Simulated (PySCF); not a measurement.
Simulated characterisation data

Theoretical values (PySCF 2.14): structure optimised with GFN2-xTB, shieldings: GIAO PBE0/pcSseg-1, B3LYP/pcJ-1 coupling constants. One computed conformer, relativity neglected, fast rotation and ring inversion assumed for equivalent nuclei, no solvent model.

δ = σ(ref) − σ, references computed at the same level: ¹H (σref 31.72), ¹³C (σref 186.93) against TMS. Multiplet labels drop J under 1 Hz and among equivalent protons, and merge close values. Unscaled 3J(H,H) run several per cent high. Where no couplings were computed, multiplicities follow the n + 1 count of equivalent neighbours, and m marks all less simple cases (inequivalent or close neighbours, rings, F or P nearby). Shifts are as computed. Against solution values, carbons near 30 ppm lie about +3 ppm off and those near 130 ppm about +5 ppm. Of 1211 compounds with measured shifts, 218 miss one by over three times the rms of a fit or turn the order of signals round; such compounds aren't used in these exercises.

Compound 1 (C4H4O4). ¹H NMR (400 MHz, computed): δ 8.09 (s, 2H), 7.65 (s, 2H). ¹³C{¹H} NMR (computed): δ 160.9 (CH), 126.6 (CH). Structure: `C(=C/OC=O)/OC=O`.

Compound 2 (C3H2N2). ¹H NMR (400 MHz, computed): δ 10.01 (d, J = 2.1 Hz, 1H), 1.81 (d, J = 2.1 Hz, 1H). ¹³C{¹H} NMR (computed): δ 167.5, 125.3, 8.9. Structure: SMILES C1=N[C@H]1C#N.
